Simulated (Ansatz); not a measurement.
Isolated molecules relaxed with PBE0-D4/def2-TZVP in Ansatz; ΔE leaves out vibrations. CCSD(T)/CBS adds triple-zeta CCSD(T) − MP2 to the extrapolated MP2 energy (def2 sets, frozen cores). Functionals use def2-TZVPP. B3LYP here is the variant with VWN-RPA as its local correlation; programs differ in this. Elements past krypton have def2 core potentials. For Sn outer-core shells are correlated without core-valence functions, which leaves a few kJ/mol of doubt a bond. Each species was taken in one conformer, which may not be the lowest.

`FC[CH](F)[SnH3]` + `OC(F)F` → `FCC(F)OC(F)F` + `[SnH4]`  (substitution at a C–Sn bond)

CCSD(T)/CBS gives +5.7 kcal/mol.

(1) Another level gave +4.2 kcal/mol. Which?
A. MP2/def2-TZVPP
B. B3LYP-D4/def2-TZVPP
C. HF/def2-TZVPP
D. ωB97X-V/def2-TZVPP

Largest T1 diagnostic among the species: 0.013.

Results:

(1) B. B3LYP-D4 4.2, ωB97X-V 2.3, HF/def2-TZVPP -1.8, MP2/def2-TZVPP 5.3 kcal/mol.

In def2-TZVPP, CCSD(T) changes the Hartree–Fock value by +5.2 kcal/mol (the triples alone add +0.5 kcal/mol) and MP2 by +7.2 kcal/mol. From PBE to PBE0 (25 % exact exchange), in def2-TZVPP and without D4, ΔE moves by −1.6 kcal/mol.
